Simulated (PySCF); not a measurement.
## Re (rhenium, neutral) across methods

[Xe] 4f14 5d4 6s2 6p1, one real determinant (an excited configuration). All numbers are calculated (PySCF 2.14, scalar relativity through the core potential, in def2-TZVPPD with the def2 core potential (60 electrons)).

```csv
method,E (hartree),mean ε 6s α (eV),mean ε 6s β (eV),mean ε 6p α (eV),Σ⟨r²⟩ (bohr²),⟨S²⟩
LDA,-77.8064,-8.444,-6.738,-2.942,66.95,8.756
r2SCAN,-77.9988,-8.581,-6.403,-2.995,67.19,8.767
TPSS,-77.9578,-8.346,-6.266,-2.927,67.06,8.759
LC-wPBE,-77.9879,-11.550,-8.957,-5.322,66.23,8.760
PBE,-77.9948,-8.266,-6.413,-2.867,67.21,8.757
UHF,-77.34142,-11.345,-7.946,-5.059,68.73,8.786
PBE0,-77.9580,-9.190,-7.052,-3.607,66.97,8.758
PW91,-78.0344,-8.326,-6.465,-2.907,67.16,8.756
```

⟨L²⟩ = 8.01 against 12 for a pure F term, so this real determinant mixes terms. Energies and moments cover only the electrons outside the core potential. Spin-orbit coupling, absent here, splits the open shell strongly.
